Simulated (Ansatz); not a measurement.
`O[SiH](F)[SiH](Cl)Cl` and `F[SiH](F)[SiH](Cl)Cl` differ in one atom or group.

Ansatz, PBE0-D4/def2-TZVP geometries, multiplicity 1. Each molecule was computed in one conformer, which needn't be the lowest.

```csv
property,`O[SiH](F)[SiH](Cl)Cl`
size of the dipole moment (B3LYP/def2-TZVPP) / D,0.37
HOMO energy (PBE0/def2-TZVPP) / eV,-8.27
LUMO energy (PBE0/def2-TZVPP) / eV,-0.98
HOMO energy (B3LYP/def2-TZVPP) / eV,-8.08
size of the dipole moment (ωB97M-V/def2-TZVPP) / D,0.35
size of the dipole moment (PBE/def2-TZVPP) / D,0.31
```

(1) What does the change do to each property? (Estimate.)

## Answers

(1) Computed: 
```csv
property,`F[SiH](F)[SiH](Cl)Cl`,shift
size of the dipole moment (B3LYP/def2-TZVPP) / D,0.35,-0.02
HOMO energy (PBE0/def2-TZVPP) / eV,-8.53,-0.26
LUMO energy (PBE0/def2-TZVPP) / eV,-1.09,-0.11
HOMO energy (B3LYP/def2-TZVPP) / eV,-8.33,-0.25
size of the dipole moment (ωB97M-V/def2-TZVPP) / D,0.32,-0.03
size of the dipole moment (PBE/def2-TZVPP) / D,0.32,0.01
```

With PBE0 the HOMO falls by 0.26 eV and the LUMO falls by 0.11 eV, so the gap widens by about 0.15 eV. PBE moves the HOMO by -0.24 eV and ωB97M-V by -0.25 eV. Dipoles are sizes alone; their direction can turn.

B3LYP here is the variant with VWN-RPA as its local correlation; programs differ in this.
